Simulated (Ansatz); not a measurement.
`N[SiH](Cl)Br` and `Cl[SiH2]Br` differ in one atom or group.

Ansatz, PBE0-D4/def2-TZVP geometries, multiplicity 1. Each molecule was computed in one conformer, which needn't be the lowest.

Scalar relativity is left out up to krypton.

```json
{"property": "ideal-gas entropy at 298 K and 1 bar (rigid rotor, harmonic PBE0-D4/def2-TZVP) / J/(mol·K)", "`N[SiH](Cl)Br`": "341"}
{"property": "LUMO energy (PBE0/def2-TZVPP) / eV", "`N[SiH](Cl)Br`": "0.31"}
{"property": "LUMO energy (ωB97M-V/def2-TZVPP) / eV", "`N[SiH](Cl)Br`": "1.98"}
{"property": "size of the dipole moment (PBE/def2-TZVPP) / D", "`N[SiH](Cl)Br`": "2.31"}
{"property": "HOMO–LUMO gap (ωB97M-V/def2-TZVPP) / eV", "`N[SiH](Cl)Br`": "12.32"}
{"property": "HOMO–LUMO gap (B3LYP/def2-TZVPP) / eV", "`N[SiH](Cl)Br`": "7.87"}
```

Question: What does the change do to each property? (Estimate.)

Answer: The calculation gave: 
```
                                                                                  property  `Cl[SiH2]Br`  shift
ideal-gas entropy at 298 K and 1 bar (rigid rotor, harmonic PBE0-D4/def2-TZVP) / J/(mol·K)           305    -36
                                                        LUMO energy (PBE0/def2-TZVPP) / eV         -0.33  -0.64
                                                     LUMO energy (ωB97M-V/def2-TZVPP) / eV          1.57  -0.41
                                            size of the dipole moment (PBE/def2-TZVPP) / D          1.01  -1.30
                                                   HOMO–LUMO gap (ωB97M-V/def2-TZVPP) / eV         12.48   0.16
                                                     HOMO–LUMO gap (B3LYP/def2-TZVPP) / eV          7.89   0.02
```

The zero-point energy changes by -47.4 kJ/mol with -6 modes. Dipoles are sizes alone; their direction can turn.

B3LYP here is the variant with VWN-RPA as its local correlation; programs differ in this.

Spin–orbit coupling is left out; it splits and shifts lone-pair levels of the heavy atoms by tenths of an eV.
